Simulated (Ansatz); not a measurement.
Sn₄H₈, relaxed as a singlet with RKS PBE-D4/def2-SVP in Ansatz, starting from the GFN1-xTB geometry. Force threshold 0.02 eV/Å.

In the def2 sets Sn takes a core potential; there is no spin–orbit coupling. The structure comes from a short search, and lower isomers may exist.

Start:

```xyz
12

Sn   -0.1451   -2.1292    0.4318
Sn   -1.6964    0.2534    0.5414
Sn    0.6846    1.7089    0.1302
Sn    0.4486   -0.6376   -1.8939
H     1.6190    0.4435   -0.9113
H    -2.4521    1.0649   -0.7773
H     2.0727    1.7044    1.1467
H     0.0888   -2.0313    2.1391
H    -2.2545    1.3953    1.7186
H     1.9226   -1.5843   -2.1507
H     1.2613    2.9266   -0.9392
H    -1.5496   -3.1145    0.5645
```

Q: Estimate the energy that the relaxation releases and the steps that it takes.

A: 24.9 kcal/mol, in 34 steps; 43 s on 4 threads of Arm Neoverse V2 on a shared host. No frequencies were taken in this run, so the end may be a saddle point.

Q: Does the start keep its bonding?

A: By distances, no bond broke or formed. The bond that changes most is Sn4–H5, from 1.87 to 2.01 Å (atoms count from 1).

Q: Predict the relaxed structure.

A: 
| atom | x (Å) | y (Å) | z (Å) |
| --- | --- | --- | --- |
| Sn1 | -0.7238 | -2.0462 | -0.0341 |
| Sn2 | -1.3033 | 0.5080 | 1.0450 |
| Sn3 | 0.6591 | 1.7444 | -0.5921 |
| Sn4 | 1.9715 | -1.5170 | -1.0449 |
| H5 | 1.3426 | 0.3117 | -1.5829 |
| H6 | -2.7880 | 1.3930 | 0.8228 |
| H7 | 2.1137 | 2.4708 | 0.0141 |
| H8 | -0.9380 | -3.1978 | 1.2574 |
| H9 | -0.7631 | 0.8481 | 2.6629 |
| H10 | 2.2687 | -0.8091 | 0.5936 |
| H11 | 0.1965 | 2.6581 | -2.0024 |
| H12 | -2.0358 | -2.3640 | -1.1395 |
Bond lengths (bridged metal pairs left out): 3 × Sn–Sn 2.83 to 2.93 Å; 9 × H–Sn 1.74 to 2.01 Å.
